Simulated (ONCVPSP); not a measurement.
**What one change does to a pseudopotential (titanium (Ti), ONCV)**

* Element: titanium (Ti)
* Generator: ONCVPSP 4.0.1
* Type: optimised norm-conserving Vanderbilt (ONCV)
* Functional: LDA (Perdew-Wang 92)
* Relativity: scalar-relativistic
* Frozen core: [Ne]
* Valence charge: 12
* Reference configuration: 3s2 3p6 3d1 (charge +3)
* Partial waves: 3s: rc 1.45 bohr, ncon 4, nbas 8, qcut 8.5 1/bohr, 1 projector; 3p: rc 1.45 bohr, ncon 4, nbas 8, qcut 8.5 1/bohr, 2 projectors, debl 1.1 Ha; 3d: rc 1.35 bohr, ncon 3, nbas 7, qcut 10.3 1/bohr, 2 projectors, debl 2.4 Ha
* Local potential: polynomial inside 1.30 bohr (lpopt 3, dvloc0 4 Ha)
* Core correction: polynomial model core, fcfact 0.3

In the p channel the program set the typed energies aside and used -2.606, 0.250 Ha.

Change: s: nproj 3. In the s channel the program set the typed energies aside and used -3.482, 0.250, 3.250 Ha. In the p channel the program set the typed energies aside and used -2.606, 0.250 Ha.

Cutoffs: the cutoffs (Ha) at which the residual kinetic energy of the hardest occupied pseudo-wave falls to 1 and 0.1 mHa per electron; they do not see the model core or the augmentation charge, which bear on the density cutoff. Errors are all-electron minus pseudo energies relative to the spin-unpolarised reference configuration.

Problem. Predict the effect on cutoff, ghosts and configuration errors.

Solution. The potential gets neither clearly harder nor softer (42 Ha and 47 Ha → 42 Ha and 47 Ha); of the 4 tests that both files solve, the error grows in 0 and shrinks in 3 by more than 15 % and 0.3 meV (median size 267.4 → 21.2 meV); the range in which the s phases agree widens (upper end -0.8 → at the end of the scan); neither file shows a bound ghost.

| quantity | base | changed |
| --- | --- | --- |
| cutoff, loose | 42 Ha | 42 Ha |
| cutoff, tight | 47 Ha | 47 Ha |
| bound ghosts | none | none |
| GHOST(+) flags under 300 eV | none | none |
| error for 3s2 3p6 3d2 4s2, meV [ΔE -48.52 eV] | +313 | +19 |
| error for 3s2 3p6 3d2 4s1, meV [ΔE -40.99 eV] | +222 | +24 |
| error for 3s2 3p6 3d2, meV [ΔE -27.19 eV] | +32 | +30 |
| error for 3s2 3p6 3d1 4s2 4p1, meV [ΔE -43.69 eV] | +460 | +0.3 |
| s: phases at 1.47 bohr within 0.05 rad from the reference energy up to (Ha; the scan ends near 5) | -0.8 | to the end of the scan |
| p: phases at 1.47 bohr within 0.05 rad from the reference energy up to (Ha; the scan ends near 5) | to the end of the scan | to the end of the scan |
| d: phases at 1.37 bohr within 0.05 rad from the reference energy up to (Ha; the scan ends near 5) | to the end of the scan | to the end of the scan |
| rms error of d²Exc/dni dnj with the model core, mHa | 1.45 | 1.45 |
